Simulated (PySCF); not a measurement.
Worked example: oscillator strength and radiative lifetime

GaH₂F, SMILES [F][GaH2].

Geometry optimised at B3LYP-D3(BJ)/def2-TZVP.

PySCF with TDA-LC-ωPBE/def2-TZVPD puts the first singlet state with f over 0.02 at 8.10 eV (vertical), with the transition dipole (0.651, 0.000, 0.000) in atomic units.

Q: Find the oscillator strength, the wavelength and the radiative lifetime that this transition would have in vacuum if emission retraced absorption.

A: 
|μ|² = 0.4238 au, so |μ| = 1.65 D. ΔE = 8.10/27.211 = 0.2977 hartree. f = (2/3) ΔE |μ|² = 0.084 (the program prints 0.084).
λ = 1239.84/8.10 = 153 nm; ν = 65331 cm⁻¹.
Einstein's coefficient A = 0.6670 ν² f s⁻¹ (ν in cm⁻¹) = 2.4e8 s⁻¹, so τ = 1/A = 4.2 ns. This state is S2; the lower singlet has f = 0.000. The figure is the radiative limit of this one transition; relaxation, internal conversion, crossing to triplets and a medium change what is measured.
